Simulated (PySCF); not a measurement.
SMILES CC[CH2][Al]([Cl])[Cl] (C₃H₇AlCl₂), B3LYP/def2-SVP optimised geometry.

```
13

Al     1.11    -0.83     0.00
Cl     3.22    -0.83     0.00
Cl     0.16    -2.71     0.00
C      0.10     0.84     0.00
C     -1.43     0.75     0.01
C     -2.12     2.12     0.01
H      0.45     1.42    -0.88
H      0.46     1.43     0.87
H     -1.78     0.18    -0.86
H     -1.77     0.18     0.89
H     -1.83     2.71     0.90
H     -3.22     2.03     0.02
H     -1.84     2.71    -0.88
```

Density from PySCF with B3LYP/def2-TZVP at that geometry.

Minimum of the electron density along straight lines between bonded atoms, close to the bond critical point (lines longer than 1.1 times the sum of covalent radii, or with two minima, are not listed):

```csv
bond,length / Å,ρ at the minimum / e bohr⁻³,∇²ρ there / e bohr⁻⁵,position (fraction from the first atom)
Al1–Cl2,2.109,0.074,0.29,0.38
Al1–Cl3,2.109,0.074,0.29,0.38
Al1–C4,1.950,___,0.24,0.41
C4–C5,1.539,0.238,___,0.51
C5–C6,1.531,0.245,___,0.50
C4–H7,1.108,0.264,-0.85,0.64
C4–H8,1.108,0.264,-0.85,0.64
C5–H9,1.104,0.274,-0.92,0.64
C5–H10,1.104,0.274,-0.92,0.64
C6–H11,1.103,0.272,-0.91,0.64
C6–H12,1.102,0.272,-0.91,0.64
C6–H13,1.103,0.272,-0.91,0.64
```

Task: What belongs in the gaps?

Result: 
- Al1–C4, ρ at the minimum / e bohr⁻³: 0.091
- C4–C5, ∇²ρ there / e bohr⁻⁵: -0.56
- C5–C6, ∇²ρ there / e bohr⁻⁵: -0.61
